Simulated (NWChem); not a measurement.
Molecule: CH3NO2Si; SMILES N#CO[SiH2]O

```xyz
8

N      0.6000    -2.4870    -0.3397
C      0.0228    -1.5631     0.0771
O     -0.6223    -0.5525     0.5599
Si    -0.4736     1.0264    -0.1035
O      1.0070     1.6717     0.1958
H     -1.4637     1.7965     0.6593
H     -0.7548     0.8808    -1.5496
H      1.7644     1.3817    -0.3324
```
Atoms are numbered in this order, from 1.

Level: B3LYP/6-31G* (spherical d) (NWChem), optimised geometry, unscaled harmonic frequencies. B3LYP is NWChem's, with the RPA form of VWN correlation.

| frequency (cm⁻¹) | IR intensity (km/mol) |
|---|---|
| 49 | 4.8 |
| 131 | 12.3 |
| 274 | 36.5 |
| 318 | 106.8 |
| 510 | 5.0 |
| 524 | 17.2 |
| 638 | 68.5 |
| 697 | 106.4 |
| 776 | 25.5 |
| 862 | 202.7 |
| 919 | 117.3 |
| 935 | 206.5 |
| 994 | 162.2 |
| 1182 | 192.3 |
| 2294 | 112.6 |
| 2370 | 284.6 |
| 2375 | 40.8 |
| 3803 | 95.8 |

```yaml
zero_point_energy: 28.1 kcal/mol
thermal correction to the enthalpy at 298.15 K (with zero-point energy): 32.5 kcal/mol
heat capacity Cv: 20.2 cal/(mol K)
entropy at 298.15 K and 1 atm (symmetry number 1): 79.0 cal/(mol K)
dipole_moment: 3.76 D
```

Rigid rotor and harmonic oscillator; modes under 100 cm⁻¹ make the entropy uncertain.
